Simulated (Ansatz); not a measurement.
`[CH3][GeH]([F])[Cl]`, charge 0, multiplicity 1.

(1) Give a relaxed structure at PBE0-D4/def2-TZVP (Ansatz 0.2.0). (An estimate is asked.)

Results:

(1) Ansatz gave: 
Cartesian coordinates in Å:
```
C 0.680 0.760 0.349
Ge -0.499 -0.681 -0.148
F 0.304 -1.618 -1.367
Cl -2.256 0.107 -1.088
H 0.193 1.403 1.083
H 1.598 0.354 0.775
H 0.920 1.345 -0.539
H -0.940 -1.671 0.934
```
